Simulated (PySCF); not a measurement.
# LaBr: frontier orbitals

UHF at R = 2.709 Å; PySCF, spin-free X2C with a Gaussian nucleus, basis sets La x2c-SVPall, Br x2c-SVPall. State: triplet, about 0.0 electrons in the 4f shell (Mulliken). Only the outer orbitals are listed, counted within each symmetry.

```json
{"spin": "α", "orbital": "18σ", "occ.": "1", "ε (eV)": "-25.70", "on La (%)": "20", "main shells (%)": "80 Br s, 18 La p"}
{"spin": "α", "orbital": "19σ", "occ.": "1", "ε (eV)": "-11.07", "on La (%)": "13", "main shells (%)": "87 Br p, 8 La d"}
{"spin": "α", "orbital": "10π", "occ.": "1", "ε (eV)": "-10.48", "on La (%)": "8", "main shells (%)": "92 Br p"}
{"spin": "α", "orbital": "10π", "occ.": "1", "ε (eV)": "-10.48", "on La (%)": "8", "main shells (%)": "92 Br p"}
{"spin": "α", "orbital": "4δ", "occ.": "1", "ε (eV)": "-6.39", "on La (%)": "100", "main shells (%)": "100 La d"}
{"spin": "α", "orbital": "20σ", "occ.": "1", "ε (eV)": "-5.49", "on La (%)": "100", "main shells (%)": "80 La s, 12 La d"}
{"spin": "α", "orbital": "11π", "occ.": "0", "ε (eV)": "0.62", "on La (%)": "100", "main shells (%)": "66 La p, 33 La d"}
{"spin": "α", "orbital": "11π", "occ.": "0", "ε (eV)": "0.62", "on La (%)": "100", "main shells (%)": "66 La p, 33 La d"}
{"spin": "α", "orbital": "21σ", "occ.": "0", "ε (eV)": "0.72", "on La (%)": "98", "main shells (%)": "51 La d, 39 La p"}
{"spin": "β", "orbital": "9π", "occ.": "1", "ε (eV)": "-27.51", "on La (%)": "100", "main shells (%)": "100 La p"}
{"spin": "β", "orbital": "9π", "occ.": "1", "ε (eV)": "-27.51", "on La (%)": "100", "main shells (%)": "100 La p"}
{"spin": "β", "orbital": "18σ", "occ.": "1", "ε (eV)": "-25.71", "on La (%)": "23", "main shells (%)": "77 Br s, 22 La p"}
{"spin": "β", "orbital": "19σ", "occ.": "1", "ε (eV)": "-11.07", "on La (%)": "12", "main shells (%)": "88 Br p"}
{"spin": "β", "orbital": "10π", "occ.": "1", "ε (eV)": "-10.53", "on La (%)": "6", "main shells (%)": "94 Br p"}
{"spin": "β", "orbital": "10π", "occ.": "1", "ε (eV)": "-10.53", "on La (%)": "6", "main shells (%)": "94 Br p"}
{"spin": "β", "orbital": "20σ", "occ.": "0", "ε (eV)": "0.11", "on La (%)": "100", "main shells (%)": "90 La s, 9 La p"}
{"spin": "β", "orbital": "21σ", "occ.": "0", "ε (eV)": "1.78", "on La (%)": "98", "main shells (%)": "57 La d, 39 La p"}
{"spin": "β", "orbital": "11π", "occ.": "0", "ε (eV)": "2.02", "on La (%)": "99", "main shells (%)": "64 La d, 34 La p"}
```

Question: Which are the highest filled and the lowest empty level, where do they sit, and how wide is the gap?

Answer: Highest filled α 20σ at -5.49 eV (in %: 80 La s, 12 La d); lowest empty β 20σ at 0.11 eV (in %: 90 La s, 9 La p); the gap at UHF is 5.60 eV. An empty level above zero is unbound, and its energy depends on the basis.

The bond order (Mayer) is 0.93, the ⟨S²⟩ is 2.006 and the charge on La (Mulliken, basis-dependent) is 0.48. The charge on La (Löwdin, basis-dependent) is 0.08. The dipole moment (positive dipole means La(−)Br(+)) is -5.03 D.

Spin–orbit coupling is left out. With d or f electrons several states lie close, and the lowest PBE0 determinant need not be the measured ground state.
